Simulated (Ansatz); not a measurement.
Reaction (formal exchange of groups at the Sb–C bond): `S[CH2][SbH2]` + `OBO` → `O[B](O)[SbH2]` + CH₃SH

Isolated molecules relaxed with PBE0-D4/def2-TZVP in Ansatz; ΔE leaves out vibrations. CCSD(T)/CBS is the MP2 limit (def2-TZVPP, def2-QZVPP) plus CCSD(T) − MP2 in def2-TZVPP, frozen cores. This one scheme is used for every species. Functionals use def2-TZVPP. B3LYP here is the variant with VWN-RPA as its local correlation; programs differ in this. def2 core potentials past Kr. For Sb outer-core shells are correlated without core-valence functions, which leaves a few kJ/mol of doubt a bond. One conformer a species, not always the lowest.

```csv
level,ΔE (kJ/mol),difference from CCSD(T)/CBS
PBE-D4,-19.2,-7.2
r2SCAN-D4,-17.8,-5.8
PBE0-D4,-19.4,-7.4
B3LYP-D4,-14.5,-2.5
ωB97X-V,-16.1,-4.1
ωB97M-V,-15.6,-3.6
B2PLYP,-14.0,-2.0
PBE,-20.7,-8.7
r2SCAN,-18.1,-6.1
PBE0,-20.7,-8.7
B3LYP,-17.0,-5.0
HF/def2-TZVPP,-15.4,-3.4
MP2/def2-TZVPP,-9.6,2.4
SCS-MP2/def2-TZVPP,-8.1,3.9
CCSD/def2-TZVPP,-13.9,-1.9
CCSD(T)/def2-TZVPP,-13.2,-1.2
HF/def2-QZVPP,-14.8,-2.8
MP2/def2-QZVPP,-8.7,3.3
SCS-MP2/def2-QZVPP,-7.4,4.6
HF/CBS(def2),-14.7,-2.7
MP2/CBS(def2),-8.4,3.6
CCSD/CBS(def2),-12.6,-0.6
CCSD(T)/CBS,-12.0,0
```

Largest T1 diagnostic among the species: 0.014.
